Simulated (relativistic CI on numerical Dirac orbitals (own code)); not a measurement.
**Nb3+: 4p photoemission**

Computed with this model: Dirac-Coulomb-Breit CI, KLI orbitals optimised for each configuration, model QED (radiative potential, 1s self-energy scaled to tabulated hydrogen-like ionisation energies), valence Slater integrals scaled by 0.9, multiplet model of photoemission in the sudden approximation; configurations [Kr] 4d2 → [Ar] 3d10 4s2 4p5 4d2; 300 K; Lorentzian 0.84 eV and Gaussian 0.6 eV FWHM. Energies are those of the free ion, without screening or charge transfer. The energies are binding energies and can lie tens of eV above those of solids. S is read from ⟨S²⟩ = S(S + 1).

Field parameters in Wybourne normalisation: D3d B²₀ = −7Dσ, B⁴₀ = −14Dq − 21Dτ, B⁴₃ = −14√(10/7) Dq. The field is a parameter set, without covalency.

free ion: ground-state S = 0.99, centroid 72.08 eV. Peaks (eV, height): 68.4 (47), 70.2 (100), 71.4 (75), 79.6 (17), 84.4 (18).

D3d, 10Dq = 14600, Dσ = -1200, Dτ = -320 cm⁻¹: ground-state S = 1.00, centroid 72.13 eV. Peaks (eV, height): 68.8 (87), 70.2 (100), 81.4 (12), 85.0 (12).

D3d, 10Dq = 14600, Dσ = -240, Dτ = -320 cm⁻¹: ground-state S = 1.00, centroid 72.12 eV. Peaks (eV, height): 68.8 (73), 70.0 (100), 81.1 (12), 84.9 (12).

D3d, 10Dq = 14600, Dσ = 720, Dτ = -320 cm⁻¹: ground-state S = 1.00, centroid 72.11 eV. Peaks (eV, height): 68.7 (64), 69.9 (100), 81.0 (12), 84.9 (11).

Strongest unbroadened transitions for D3d, 10Dq = 14600, Dσ = -1200, Dτ = -320 cm⁻¹:

| Energy (eV) | Relative strength |
| --- | --- |
| 68.61 | 100.0 |
| 68.72 | 91.2 |
| 68.80 | 72.1 |
| 68.93 | 37.7 |
| 69.91 | 66.2 |
| 69.95 | 48.2 |
| 70.02 | 24.3 |
| 70.12 | 39.2 |
| 70.21 | 17.8 |
| 70.23 | 43.7 |
| 70.64 | 46.0 |
| 70.68 | 17.2 |
| 70.74 | 46.3 |
| 70.95 | 27.1 |
| 71.88 | 18.7 |
| 72.00 | 15.7 |
| 73.85 | 21.9 |
| 84.77 | 16.7 |
